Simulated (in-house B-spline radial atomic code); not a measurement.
**RPA and G0W0 on B3LYP (VWN-RPA): Ta⁵⁺**

Configuration [Xe] 4f14, mean-field start B3LYP (VWN-RPA). Computed with an all-electron radial atomic-structure program (B-spline basis): all electrons, scalar-relativistic (spin-free one-electron X2C), finite nucleus, each spin shell either full or empty, empty states to l = 9 with an (l + 1/2)⁻⁴ tail; G0W0 by contour deformation at full frequency.

Without the two-electron picture change, the correlation of inner shells comes somewhat too large for so heavy an element.

Command:
```bash
python run_gw.py task.json out
```
Settings (radii: box in bohr, nucleus in fm):
```
Z                        73
electrons                68
configuration            [Xe] 4f14
hamiltonian              x2c
method                   b3lyp
lmax                     9
rms_radius               5.3507
spin_polarised           False
box_radius               10.43
intervals                66
```

Cost of the run: 3.2 s on 1 thread of Arm Neoverse V2 (shared host).

Energies (hartree):

| term | value |
| --- | --- |
| mean-field total | -15600.85260 |
| Hartree-Fock functional on these orbitals | -15595.50761 |
| direct second order | -7.2963 |
| second-order exchange | 1.8023 |
| SOSEX correction | 1.6726 |

(1) What is the RPA correlation energy, and what remains with SOSEX?

Quasi-particle levels (eV):

| level | occupied | mean field | Σx - vxc | Σc | QP weight | G0W0 |
| --- | --- | --- | --- | --- | --- | --- |
| 4f | yes | -85.67 | -13.88 | ? | ? | ? |
| 5p | yes | -97.12 | -6.67 | -0.68 | 0.961 | -104.47 |
| 5d | no | -52.92 | 6.47 | -1.75 | 0.975 | -48.20 |

G0W0 = mean field + (Σx - vxc) + Σc, with Σc (partial-wave tail included) taken at the quasi-particle energy. Only the outer levels were computed. Levels of low weight are left out.

(2) Where does G0W0 put 4f?

Answers

(1) RPA gives -6.2466 hartree (-2.5 eV per electron); RPA + SOSEX gives -4.574, and the second-order doubles -5.494 hartree (no singles). RPA lacks exchange-type terms and so overcorrelates at short range.

(2) At -95.23 eV, with Σc = 4.32 eV and a quasi-particle weight of 0.931. The tabulated removal energy is 94.01 ± 0.05 eV (NIST, semi-empirical); the calculation leaves out spin-orbit coupling, Breit and QED terms, and what these don't explain is the method's own error.
